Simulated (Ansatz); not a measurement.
MoO2Cl2 (MoCl₂O₂). Total charge 0; triplet. Geometry PBE-D4/def2-SVP, that of the neutral singlet; atoms count from 1.

Cartesian coordinates in Å:
```
Mo 0.0495 -0.0583 0.0681
O -0.4482 -0.4161 1.6395
O 1.5218 -0.8487 -0.1608
Cl 0.3529 2.1807 -0.1380
Cl -1.4760 -0.8576 -1.4088
```

In the def2 sets Mo takes a core potential; there is no spin–orbit coupling. At PBE0-D4/def2-TZVP a singlet of charge 0 lies 3.45 eV below the triplet at the same geometry.

(1) Estimate the Mulliken populations from the PBE0/def2-TZVP orbitals of Ansatz.

(2) Where does the spin sit?

(3) And the Mayer bond orders between bonded heavy atoms (over 0.3)?

Results:

(1) 
```json
{"atom": "Mo1", "charge (e)": "1.42", "spin (α − β)": "0.56", "d electrons": "3.92"}
{"atom": "O2", "charge (e)": "-0.37", "spin (α − β)": "0.65", "d electrons": "–"}
{"atom": "O3", "charge (e)": "-0.37", "spin (α − β)": "0.65", "d electrons": "–"}
{"atom": "Cl4", "charge (e)": "-0.34", "spin (α − β)": "0.07", "d electrons": "–"}
{"atom": "Cl5", "charge (e)": "-0.34", "spin (α − β)": "0.07", "d electrons": "–"}
```
Mulliken values and Mayer orders depend strongly on the basis.

(2) Summed by element: Mo 0.56, O 1.31, Cl 0.13, of 2 unpaired in all. Largest on single atoms: O2 0.65, O3 0.65, Mo1 0.56.

(3) Mo1–O2 1.56 (1.69 Å); Mo1–O3 1.56 (1.69 Å); Mo1–Cl4 1.00 (2.27 Å); Mo1–Cl5 1.00 (2.27 Å).
